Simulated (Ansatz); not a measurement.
Consider the ligand exchange at the Si–C bond: `C[SiH2]C[S][AlH2]` + `CBS` → `CBS[SiH2]C` + `C[S][AlH2]`.

Isolated molecules relaxed with PBE0-D4/def2-TZVP in Ansatz; ΔE leaves out vibrations. CCSD(T)/CBS adds triple-zeta CCSD(T) − MP2 to the extrapolated MP2 energy (def2 sets, frozen cores). One conformer a species, not always the lowest.

```
             level  ΔE (kJ/mol)
SCS-MP2/def2-TZVPP        -88.2
     MP2/CBS(def2)        -88.5
```

(1) What does CCSD(T)/CBS give? (Estimate.)

Largest T1 diagnostic among the species: 0.013.

Answers

(1) Computed: -88.1 kJ/mol. The listed levels differ from it by -0.1, -0.4 kJ/mol.

The D4 term adds +3.9 kJ/mol with B3LYP and +2.2 kJ/mol with PBE0; it sums over pairs of atoms, weighted by their polarisabilities, and B3LYP, whose exchange is more repulsive, gets the larger term. In def2-TZVPP, CCSD(T) changes the Hartree–Fock value by +17.9 kJ/mol (the triples alone add +1.5 kJ/mol) and MP2 by +17.5 kJ/mol.

B3LYP here is the variant with VWN-RPA as its local correlation; programs differ in this.
